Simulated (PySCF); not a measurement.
# One reaction down a group: Ti, Zr, Hf

The same gas-phase reaction for Ti, Zr, Hf:
- 2 TiCl₄.H₂O + O → 2 TiCl₃OH + H₂O + Cl₂
- 2 ZrCl₄.H₂O + O → 2 ZrCl₃OH + H₂O + Cl₂
- 2 HfCl₄.H₂O + O → 2 HfCl₃OH + H₂O + Cl₂

Energies from PySCF, thermal terms from the rigid-rotor harmonic-oscillator model, ideal gas at 1 bar. † marks an energy on the PBE0/def2-TZVP geometry and frequencies; other levels use their own. MP2 and CCSD(T) freeze the core. Open shells (unrestricted): O (multiplicity 3, electronic degeneracy 9); the rest are closed-shell singlets. Spin-orbit splitting is ignored; it lowers the true energy and changes the entropy of O. B3LYP is the form with VWN-RPA correlation. Hf, Zr: scalar-relativistic def2 core potential, no spin-orbit coupling. Adducts (TiCl₄.H₂O, ZrCl₄.H₂O, HfCl₄.H₂O) have no counterpoise correction, and HF, PBE, BLYP, B3LYP and PBE0 lack dispersion. TiCl₄.H₂O, TiCl₃OH, ZrCl₄.H₂O, ZrCl₃OH, HfCl₄.H₂O, HfCl₃OH: computed as isolated molecules; such fragments, hydroxides, amides, oligomers or adducts are transient or little studied in the gas. MP2 isn't extrapolated to the basis-set limit. CCSD(T) isn't extrapolated to the basis-set limit. The harmonic model lacks anharmonicity and excited electronic states, which grow with temperature; levels with a mode under 35 cm⁻¹ are left out. Soft modes under 120 cm⁻¹ make the harmonic entropy rough for TiCl₄.H₂O, TiCl₃OH, ZrCl₄.H₂O, ZrCl₃OH, HfCl₄.H₂O, HfCl₃OH. Warning, large T1 diagnostic: TiCl₃OH, TiCl₄.H₂O (CCSD(T)/def2-SVP†).

ΔH°(298 K) in kJ, by level:

```
level                   Ti      Zr      Hf
------------------  ------  ------  ------
ωB97M-V/def2-TZVP†  -222.4  -151.9  -144.6
PBE/def2-SVP        -220.2  -153.6  -143.7
CCSD(T)/def2-SVP†   -136.4   -63.5   -49.4
LDA/def2-TZVP†      -299.7  -245.2  -239.9
MP2/def2-SVP†       -147.9   -79.3   -65.5
B3LYP/def2-TZVP†    -253.1  -188.1  -185.4
```

At ωB97M-V/def2-TZVP†, ΔH° rises from Ti to Hf, over a range of 77.8 kJ; the steps are +70.5, +7.3 kJ. 6 of the 6 levels shown give the same order. The levels scatter most for Hf (190.5 kJ between the highest and the lowest) and least for Ti (163.3 kJ). ΔS°(298 K) runs from 131.5 to 168.6 J/K, so TΔS° at 298 K spreads over 11.1 kJ among the members, against 77.8 kJ for ΔH°.

Free energies at ωB97M-V/def2-TZVP†:

| member | ΔS°(298 K), J/K | ΔG°(298 K), kJ | ΔG°(1200 K), kJ | ΔG° changes sign |
|---|---|---|---|---|
| Ti | 168.6 | -273 | -410 | none from 298 to 2500 K |
| Zr | 131.5 | -191 | -295 | none from 298 to 2500 K |
| Hf | 133.7 | -184 | -290 | none from 298 to 2500 K |

The NASA 1993 table holds none of these reactions whole; the comparison is among the levels.
